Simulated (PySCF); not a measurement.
Compound: 2-methoxyfuran, C₅H₆O₂.
SMILES with atom numbers: `[CH3:1][O:2][c:3]1[cH:4][cH:5][cH:6][o:7]1` (hydrogens: H8, H9, H10 on C1; H11 on C4; H12 on C5; H13 on C6)

Computed, not measured: PySCF 2.14.0, PBE0-D3(BJ)/def2-SVP geometry optimisation, gas phase.

(1) List the bond lengths, angles and torsions at this level.

## Answers

(1) 
| bond | length (Å) | order |
| --- | --- | --- |
| C1–O2 | 1.410 | single |
| O2–C3 | 1.327 | single |
| C3–C4 | 1.366 | aromatic |
| C4–C5 | 1.433 | aromatic |
| C5–C6 | 1.359 | aromatic |
| C6–O7 | 1.367 | aromatic |
| C3–O7 | 1.342 | aromatic |
| C1–H8, C1–H9, C1–H10 | 1.100 | single |
| C4–H11 | 1.086 | single |
| C5–H12 | 1.088 | single |
| C6–H13 | 1.085 | single |

Bonds in one row agree within 0.01 Å and their mean is given. Orders are formal, as drawn. A selection of angles:
| angle | degrees |
| --- | --- |
| O2–C1–H8 | 111.5 |
| O2–C1–H10 | 106.3 |
| H8–C1–H9 | 108.5 |
| C1–O2–C3 | 117.8 |
| O2–C3–C4 | 130.5 |
| O2–C3–O7 | 118.2 |
| C4–C3–O7 | 111.3 |
| C3–C4–C5 | 105.0 |
| C3–C4–H11 | 126.3 |
| C5–C4–H11 | 128.7 |
| C4–C5–C6 | 106.9 |
| C4–C5–H12 | 127.0 |
| C6–C5–H12 | 126.2 |
| C5–C6–O7 | 109.7 |
| C5–C6–H13 | 134.4 |
| O7–C6–H13 | 115.9 |
| C3–O7–C6 | 107.2 |

Torsions: C1–O2–C3–C4 180° (antiperiplanar).

The 4 C–O bonds span 1.327 Å (O2–C3, drawn single) to 1.410 Å (C1–O2, drawn single), a spread of 0.083 Å. The 3 C–C bonds span 1.359 Å (C5–C6, aromatic) to 1.433 Å (C4–C5, aromatic), a spread of 0.074 Å. Of the pairs four or more bonds apart, O7···H8 is among the closest relative to their van der Waals radii: 2.61 Å, 96 % of the sum of Bondi's values. The 5-membered ring C3–C4–C5–C6–O7 has internal angles of 105.0° to 111.3° (sum 540°, against 540° for a flat polygon); it is planar, 0.00 Å rms from its mean plane, widest ring torsion 0°. The 7 heavy atoms lie in one plane (0.001 Å rms).

Point group: Cs (tolerance 0.08 Å). Not checked by PBE0-D3(BJ)/def2-SVP frequencies. One conformer, not necessarily the lowest.
